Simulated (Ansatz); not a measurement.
Ansatz (a program for electronic structure) input for C5H5, SMILES [CH]1C=CC=C1, multiplicity 2, PBE/def2-SVPD. Geometry optimised at PBE0-D3(BJ)/def2-SVP. The isomer is the one that the SMILES or the coordinates give; other isomers of the formula were not compared.

Ansatz 0.2 input:
```yaml
crystal:
  periodic: [false, false, false]
  atoms:
    - {symbol: C, position_ang: [-1.17915884, -0.12512271, 0.00000000]}
    - {symbol: C, position_ang: [-0.24472161, -1.19840933, -0.00000000]}
    - {symbol: C, position_ang: [1.01348186, -0.63713871, -0.00000000]}
    - {symbol: C, position_ang: [0.87154478, 0.83191270, 0.00000000]}
    - {symbol: C, position_ang: [-0.46071401, 1.12898480, -0.00000000]}
    - {symbol: H, position_ang: [-2.26625592, -0.22855162, -0.00000000]}
    - {symbol: H, position_ang: [-0.48784262, -2.25961824, 0.00000000]}
    - {symbol: H, position_ang: [1.96434464, -1.17219808, 0.00000000]}
    - {symbol: H, position_ang: [1.70102227, 1.53970359, 0.00000000]}
    - {symbol: H, position_ang: [-0.91386144, 2.11930383, -0.00000000]}
basis:
  gaussian:
    orbitals: def2-SVPD
hamiltonian:
  xc: {name: PBE}
magnetization: {spin_polarized: true, initial_magnetization: 1}
```

Program output:

```
WARN ansatz: RAYON_NUM_THREADS=1 ignored (pool sized by the plan → 1); use --threads N
Functional definition: PBE
integrals: 0.06 GiB planned
1165 factors; their error is unknown
mean field: 0.58 GiB planned
mean field evaluation 1: about -5244.8589 eV, gradient 4.0e1 eV
mean field evaluation 2: about -5228.7054 eV, gradient 6.8e1 eV
mean field evaluation 4: about -5253.7373 eV, gradient 6.3e0 eV
mean field evaluation 8: about -5253.9293 eV, gradient 1.7e-1 eV
mean field evaluation 16: about -5253.8339 eV, gradient 1.2e-3 eV
mean field evaluation 32: about -5253.1862 eV, gradient 4.5e-2 eV
mean field -5253.83393059 eV, -193.0748357727 hartree, gradient 1.7e-5 eV, S^2 0.760732; 3 other end points of the search recorded, 0 dependent functions left out
reference -5253.83396997 eV, -193.0748372197 hartree; 18, 17 occupied and 122, 123 virtual orbitals, 1165 factors
Total energy: -5253.83396997 eV, -193.0748372197 hartree
```

Self-consistency was reached.

Cost: about 21 core-seconds (a rough figure).
